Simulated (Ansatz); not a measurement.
Cost and result for the atomization energy of C2H3AlFN (`[CH3][Al]([F])[C]#N`) (8 atoms, 7 bonds).

Charge 0, multiplicity 1. Geometry: relaxed with PBE0-D4/def2-TZVP. Program: Ansatz. All runs use 2 threads of a server CPU on a shared host. Times are those of one run each, without the atoms' runs, and a repeat can differ threefold. Electronic energies, without spin–orbit coupling; frozen cores. CCSD(T)/CBS adds CCSD(T) − MP2 in def2-TZVPP to the MP2 limit, and its time is that of the two runs behind it. T1 = 0.013. B3LYP takes the VWN-RPA correlation (the form of Gaussian; ORCA's B3LYP/G). HSE06 is the plane-wave form, built on full-range PBE exchange.

CCSD(T)/CBS is a level of theory with its own doubt, some kJ/mol a heavy atom from the limit and from the frozen cores, so smaller differences don't rank the functionals.

```
                            level  functions  wall time  atomization (kcal/mol)  difference from CCSD(T)/CBS  per bond
           LDA (SPW92)/def2-TZVPP        208      3.3 s                   917.0                        108.4      15.5
             revPBE-D4/def2-TZVPP        208      5.5 s                   804.4                         -4.2      -0.6
               BLYP-D4/def2-TZVPP        208      5.5 s                   812.0                          3.4       0.5
  PBE-D4/def2-TZVPP (with forces)        208      6.5 s                   827.1                         18.5       2.6
              BHLYP-D4/def2-TZVPP        208      7.5 s                   775.1                        -33.5      -4.8
              HSE06-D4/def2-TZVPP        208        8 s                   805.3                         -3.3      -0.5
                 CCSD(T)/def2-SVP         89       10 s                   764.4                        -44.2      -6.3
B3LYP-D4/def2-TZVPP (with forces)        208       11 s                   806.2                         -2.4      -0.3
              PBE-QIDH/def2-TZVPP        208       14 s                   800.4                         -8.2      -1.2
 ωB97M-V/def2-TZVPP (with forces)        208       27 s                   810.2                          1.6       0.2
                   MP2/def2-QZVPP        388       45 s                   826.0                         17.4       2.5
               CCSD(T)/def2-TZVPP        208    3.2 min                   785.9                        -22.7      -3.2
                CCSD(T)/CBS(def2)          –    3.9 min                   808.6                          0.0       0.0
```

Leaving LDA and LC-ωPBE aside and taking each functional with its dispersion term where it has one, the values spread over 52.0 kcal/mol, from BHLYP-D4 to PBE-D4. LDA lies +92.9 kcal/mol from PBE without D4, its usual overbinding. In def2-TZVPP, CCSD(T) changes the Hartree–Fock value by +206.2 kcal/mol (the triples alone add +15.2 kcal/mol) and MP2 by +232.7 kcal/mol; breaking electron pairs costs correlation energy, which Hartree–Fock lacks. From BLYP to BHLYP (50 % exact exchange), in def2-TZVPP and without D4, the atomization energy moves by −34.2 kcal/mol: exact exchange takes away binding that semilocal exchange gives to molecules.
